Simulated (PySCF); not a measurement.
Geometries of 2 isomers of C3H8OSSi, from PySCF, PBE0-D3(BJ)/def2-SVP geometry optimisation, gas phase. One conformer each, no zero-point energy, no frequencies.

Question: Which isomer lies lower at this level?
A.
```xyz
14
angstrom
C     -2.075   -0.041    0.285
C     -1.296   -0.245   -0.966
S     -1.965   -0.531   -2.420
C      0.208   -0.183   -0.834
O      0.607    0.165    0.461
Si     2.202    0.319    0.931
H     -1.745   -0.759    1.054
H     -3.150   -0.137    0.099
H     -1.843    0.953    0.703
H      0.605   -1.176   -1.127
H      0.585    0.534   -1.588
H      2.931   -0.972    0.734
H      2.175    0.690    2.371
H      2.885    1.380    0.128
```
B.
```xyz
14
angstrom
S      2.002    0.348   -1.094
C      0.747   -0.717   -0.287
C     -0.576   -0.701   -1.062
O     -1.253    0.501   -0.762
Si    -0.917    1.038    0.803
C      0.423   -0.255    1.144
H      1.160    1.377   -1.343
H      1.196   -1.723   -0.308
H     -0.408   -0.764   -2.148
H     -1.187   -1.574   -0.759
H     -2.103    0.924    1.702
H     -0.470    2.460    0.765
H      1.315    0.097    1.679
H     -0.019   -1.087    1.720
```

Answer: B. That is `S[C@@H]1CO[SiH2]C1`, 21.3 kcal/mol below the other.

```
            SMILES                      atoms numbered as above      E (Eh)  relative (kcal/mol)  relative (kJ/mol)  dipole (D)
S[C@@H]1CO[SiH2]C1  [SH:1][C@@H:2]1[CH2:3][O:4][SiH2:5][CH2:6]1  -881.23778                  0.0                0.0        1.68
    CC(=S)CO[SiH3]     [CH3:1][C:2](=[S:3])[CH2:4][O:5][SiH3:6]  -881.20377                 21.3               89.3        2.40
```

As drawn, the lower has an S–H bond and an Si–C bond, which the higher lacks; the higher has a C=S bond, which the lower lacks.
